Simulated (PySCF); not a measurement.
InFCl2, SMILES [F][In]([Cl])[Cl]. The structure is a stationary point at PBE-D3(BJ)/def2-SVP. The def2 effective core potentials stand for the cores of In; spin–orbit coupling is left out.

These are PBE-D3(BJ)/def2-SVP (PySCF 2.14.0) values and carry that method's errors.

Harmonic wavenumbers (cm⁻¹): 83, 107, 115, 344, 390, 600. Rotational constants (GHz): 3.319, 1.687, 1.118; symmetry number 2.

Task: Work out the zero-point energy and the ideal-gas rigid-rotor harmonic-oscillator thermochemistry at 298.15 K and 1 atm.

Result: ZPE = ½ Σ hcν = ½ × 1639 cm⁻¹ = 2.34 kcal/mol. H − E(el) = 6.62 kcal/mol. Entropy in cal/(mol K): translation 41.85, rotation 26.95, vibration 12.96, total 81.76. G − E(el) = -17.76 kcal/mol. Cp = 17.90 cal/(mol K). Modes under 150 cm⁻¹ make the vibrational entropy uncertain.
